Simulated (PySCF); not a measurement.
# Reading the logs of faulty runs: BCH9Si2

All numbers below are calculated, not measured. They come from PySCF 2.14.0, an open-source quantum chemistry program, on an isolated molecule that a program drew, which may never have been made. The molecule is BCH9Si2 (charge 0, singlet), drawn as the SMILES string `CB([SiH3])[SiH3]`.

Each row is a Hartree-Fock (HF) and frozen-core CCSD(T) single point in the cc-pV(D+d)Z basis, meant for a local HF minimum. Run 1 is clean. Each other run has one planted mistake out of seven kinds, and not every kind appears here: one electron removed, one electron added, multiplicity raised by two, geometry at a saddle point, minimal basis STO-3G, one bond length entered in bohr, all coordinates scaled. The reference is restricted for singlets and unrestricted otherwise, and also for a bond in bohr. Adding or removing an electron swaps singlet and doublet. Electrons count all cores. HOMO and LUMO are orbital energies over both spins, the gradient is its largest component, and the lowest frequency (negative if imaginary) is given only where the gradient is small. Bond lengths are over the 12 bonds as drawn. T1 is the CCSD diagnostic: over 0.02 (restricted) or 0.045 (unrestricted) a single reference is doubtful.

Geometry of the clean run:
```xyz
13
BCH9Si2, angstrom
C    -1.1732   -1.2582   -1.2329
B    -0.4487   -0.0228   -1.9015
Si   -1.1571    1.8859   -1.6480
Si    1.2640   -0.3399   -2.9878
H    -0.9584   -2.2276   -1.6893
H    -0.7559   -1.2979   -0.2121
H    -2.2533   -1.1431   -1.1148
H    -1.2340    2.5885   -2.9561
H    -0.2130    2.6441   -0.7836
H    -2.5021    1.9373   -1.0175
H     2.1355    0.8580   -3.0888
H     2.0710   -1.4544   -2.4246
H     0.8546   -0.7239   -4.3669
```

```
run,electrons,basis functions,<S^2>,HOMO (eV),LUMO (eV),gradient (hartree/bohr),lowest frequency (cm^-1),mean bond (Å),longest bond (Å),T1,HF (hartree),CCSD(T) (hartree),mistake
1,48,119,0.000,-10.07,1.41,2.7e-06,31,1.4913,2.053,0.0125,-645.63640,-646.16330,no fault
2,48,37,0.000,-8.04,6.38,3.0e-02,-,1.4913,2.053,0.0058,-638.20798,-638.44556,minimal basis STO-3G
3,47,119,0.769,-17.11,-7.46,6.6e-02,-,1.4913,2.053,0.0172,-645.31473,-645.82073,one electron removed
4,48,119,2.022,-7.11,-1.36,2.0e-02,-,1.4913,2.053,0.0141,-645.52954,-646.05271,multiplicity raised by two
5,49,119,0.762,-0.97,8.14,3.7e-02,-,1.4913,2.053,0.0119,-645.62588,-646.17346,one electron added
6,48,119,0.000,-10.11,1.71,8.9e-02,-,1.3600,1.872,0.0125,-645.53575,-646.05894,?
```

**Which mistake was planted in run 6, and what did it cost?**

The mean and the longest bond both change by the same factor, 0.912, and the gradient is no longer small. So the mistake is: all coordinates scaled. Subtracting run 1 and multiplying by 627.51 kcal/mol a hartree, the energy moved by 63.2 kcal/mol in HF and 65.5 kcal/mol in CCSD(T).

